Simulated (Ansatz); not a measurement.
NaO, multiplicity 2 (the spin of the measured ground state), most abundant isotopes (15.9949 and 22.9898 u). Constants from fifth-degree fits in 1/R to seven points on the lowest solution found; no spin–orbit coupling, no relativity up to Kr; ω_e x_e and α_e move by some per cent with the fit.

Correlated levels freeze the inner cores; with def2 sets outer-core shells near the valence are correlated too.

Codes used: Ansatz (Gaussian basis) for Hartree–Fock, density functionals and correlated methods. 

Total energies (hartree; each atom in its lowest state at that level) and vibrational constants (cm⁻¹):

```
level               E(NaO) at r_e        E(O)        E(Na)  ω_e  ω_e x_e
------------------  -------------  ----------  -----------  ---  -------
PBE/def2-TZVPP        -237.275378  -75.009672  -162.160437  466      3.5
B3LYP/def2-TZVPP      -237.486906  -75.096275  -162.291254  488      3.4
wB97M-V/def2-TZVPP    -237.435974  -75.077171  -162.257130  496      3.3
CCSD(T)/def2-QZVPP    -237.147996  -74.994067  -162.055741  504      3.7
```

Question: Work out D_e and D₀ in eV.

Answer: 
D_e = E(O) + E(Na) − E(molecule), times 27.2114 eV; D₀ = D_e − (ω_e/2 − ω_e x_e/4)/8065.54.
- PBE/def2-TZVPP: D_e = 2.865, zero point 0.029, D₀ = 2.836 eV
- B3LYP/def2-TZVPP: D_e = 2.704, zero point 0.030, D₀ = 2.674 eV
- wB97M-V/def2-TZVPP: D_e = 2.767, zero point 0.031, D₀ = 2.736 eV
- CCSD(T)/def2-QZVPP: D_e = 2.672, zero point 0.031, D₀ = 2.641 eV
No counterpoise correction is made.

Ansatz is a quantum-chemistry and plane-wave program.
